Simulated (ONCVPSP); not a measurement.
## Before and after: ONCV potential for Gd

- Element: gadolinium (Gd)
- Generator: ONCVPSP 4.0.1
- Type: optimised norm-conserving Vanderbilt (ONCV)
- Functional: PBE
- Relativity: fully relativistic
- Frozen core: [Kr] 4d10
- Valence charge: 18
- Reference configuration: 4f7 5s2 5p6 5d1 6s2
- Partial waves: 5s+6s: rc 2.40 bohr, ncon 3, nbas 8, qcut 5.7 1/bohr, 2 projectors; 5p: rc 2.05 bohr, ncon 5, nbas 8, qcut 8.2 1/bohr, 2 projectors, debl 0.8 Ha; 5d: rc 2.70 bohr, ncon 3, nbas 8, qcut 7.1 1/bohr, 2 projectors, debl 1.9 Ha; 4f: rc 1.35 bohr, ncon 5, nbas 10, qcut 13.8 1/bohr, 2 projectors, debl 1.6 Ha
- Local potential: polynomial inside 0.85 bohr (lpopt 5, dvloc0 3 Ha)
- Core correction: polynomial model core, fcfact 0.6

Open shells are filled in proportion to 2j + 1.

In the p channel the program set the typed energies aside and used -0.955, 0.250 Ha (j = l + 1/2; the other j can differ).

All-electron outer shells of the reference configuration (PBE, scalar-relativistic, ld1.x):

| shell | level (eV) | outermost node (bohr) | outermost maximum (bohr) |
| --- | --- | --- | --- |
| 4d | -147.72 | 0.27 | 0.56 |
| 5s | -49.74 | 0.65 | 1.20 |
| 5p | -27.26 | 0.70 | 1.35 |
| 4f | -8.70 | – | 0.56 |
| 6s | -4.13 | 1.60 | 3.37 |
| 5d | -2.53 | 0.79 | 1.95 |

Change: d: rc 3.38.

Cutoffs: the cutoffs (Ha) at which the residual kinetic energy of the hardest occupied pseudo-wave falls to 1 and 0.1 mHa per electron; they do not see the model core or the augmentation charge, which bear on the density cutoff. Errors are all-electron minus pseudo energies relative to the spin-unpolarised reference configuration.

Predict the effect on cutoff, ghosts and configuration errors.

The potential gets neither clearly harder nor softer (80 Ha and 88 Ha → 80 Ha and 88 Ha); the bound ghosts move from p, s to d, p, s; of the 3 tests that both files solve, the error grows in 1 and shrinks in 0 by more than 15 % and 0.3 meV (median size 0.5 → 0.5 meV).

```tsv
quantity	base	changed
cutoff, loose	80 Ha	80 Ha
cutoff, tight	88 Ha	88 Ha
loose cutoff by channel	s 9.1 Ha, p 22 Ha, d 8.8 Ha, f 80 Ha	s 9.1 Ha, p 22 Ha, d 7.2 Ha, f 80 Ha
bound ghosts	s, p3/2	s, d5/2, d3/2, p3/2
GHOST(+) flags under 300 eV	p1/2 at 33.5 eV, d3/2 at 164.3 eV	p1/2 at 33.5 eV
tests counted as reliable (solved cleanly; for ONCVPSP, near-neutral configurations with less than one 5d electron left out)	3 of 4	3 of 4
error for 4f7 5s2 5p6 5d1 6s1, meV [ΔE 6.65 eV]	-0.4	-0.4
error for 4f7 5s2 5p6 5d1 6s0, meV [ΔE 18.75 eV]	-2.8	-4.2
error for 4f7 5s2 5p6 5d1 6s1 6p1, meV [ΔE 2.86 eV]	-0.5	-0.5
s: phases at 2.44 bohr within 0.05 rad from the reference energy up to (Ha; the scan ends near 5)	3.5	3.5
p3/2: phases at 2.08 bohr within 0.05 rad from the reference energy up to (Ha; the scan ends near 5)	to the end of the scan	to the end of the scan
p1/2: phases at 2.08 bohr within 0.05 rad from the reference energy up to (Ha; the scan ends near 5)	1.2	1.2
f7/2: phases at 1.37 bohr within 0.05 rad from the reference energy up to (Ha; the scan ends near 5)	to the end of the scan	to the end of the scan
f5/2: phases at 1.37 bohr within 0.05 rad from the reference energy up to (Ha; the scan ends near 5)	to the end of the scan	to the end of the scan
rms error of d²Exc/dni dnj with the model core, mHa	2.79	2.89
```

 A true bound ghost makes a file unfit for plane-wave use even where its test errors are small: the radial tests pick states by their node count and pass the ghost by.
